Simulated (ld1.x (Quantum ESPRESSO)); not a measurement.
# potassium (K): excitation energies, all-electron against TM

```json
{
 "Element": "K",
 "Generator": "ld1.x (Quantum ESPRESSO) 7.5",
 "Type": "norm-conserving Troullier–Martins (Kleinman–Bylander form)",
 "Functional": "PBE",
 "Relativity": "scalar-relativistic",
 "Frozen core": "[Ne]",
 "Valence charge": "9",
 "Reference configuration": "3s2 3p6 3d1 4s0 4p0",
 "Partial waves": "3p (bound): rc 1.45 bohr; 3d (bound): rc 4.20 bohr; 3s (bound): rc 1.20 bohr",
 "Local potential": "the s channel",
 "Core correction": "none"
}
```

Energies are relative to the spin-unpolarised reference configuration 3s2 3p6 3d1 4s0 4p0; without spin polarisation the order of configurations can differ from experiment.

(1) Give the all-electron excitation energy and the error of the potential for: 3s2 3p6 3d0 4s1 4p0; 3s2 3p6 3d0 4s0 4p0; 3s2 3p6 3d0 4s0.5 4p0; 3s2 3p5 3d0 4s1 4p0; 3s2 3p6 3d0 4s0 4p1; 3s1 3p6 3d0 4s1 4p0; 3s2 3p6 3d0.5 4s0.5 4p0.

Results:

(1)

| valence configuration | charge | ΔE all-electron (eV) | error AE − PS (meV) |
| --- | --- | --- | --- |
| 3s2 3p6 3d0 4s1 4p0 | 0 | -2.457 | +9.7 |
| 3s2 3p6 3d0 4s0 4p0 | +1 | 1.858 | +6.7 |
| 3s2 3p6 3d0 4s0.5 4p0 | +0.5 | -0.815 | +9.3 |
| 3s2 3p5 3d0 4s1 4p0 | +1 | 22.473 | +135 |
| 3s2 3p6 3d0 4s0 4p1 | 0 | -0.904 | +5.4 |
| 3s1 3p6 3d0 4s1 4p0 | +1 | 39.538 | +150 |
| 3s2 3p6 3d0.5 4s0.5 4p0 | 0 | -1.239 | +6.3 |
